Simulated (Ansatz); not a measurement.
System: arsine, AsH₃ (charge 0, singlet). 
Geometry from a B3LYP-D3(BJ)/def2-TZVP (Ansatz, an electronic-structure program) optimisation:
```xyz
4

As     0.0003     0.0002     0.0708
H     -0.7759    -1.0063    -0.7723
H     -0.4876     1.1692    -0.7786
H      1.2523    -0.1682    -0.7839
```
Charge 0, spin multiplicity 1.

Computed values are from Ansatz. Cores are frozen in the correlated levels unless marked. UHF or UKS for open shells. Spin-orbit coupling is left out. The frozen core is the preceding noble-gas configuration, with the filled d and f shells of earlier blocks. No relativistic terms. Basis-set limits of correlation are two-point, X^-3; Hartree-Fock from the larger set (for Q and 5 zeta extrapolated as (X+1)exp(-9√X)).

Q: What is the vertical ionisation energy (to the doublet) at CCSD(T)/CBS(aug-cc-pVTZ,aug-cc-pVQZ)?

A: 10.44 eV.

Q: What is the T1 diagnostic at CCSD/cc-pV5Z?

A: 0.013.

Q: What is the dipole moment at CCSD(T)/aug-cc-pVDZ?

A: 0.26 D.

Q: What is the atomisation energy De at CCSD(T)/CBS(cc-pVQZ,cc-pV5Z)?

A: 913.5 kJ/mol.

Q: What is the total energy at CCSD(T)/CBS(cc-pVQZ,cc-pV5Z)?

A: -2236.1838 Eh.
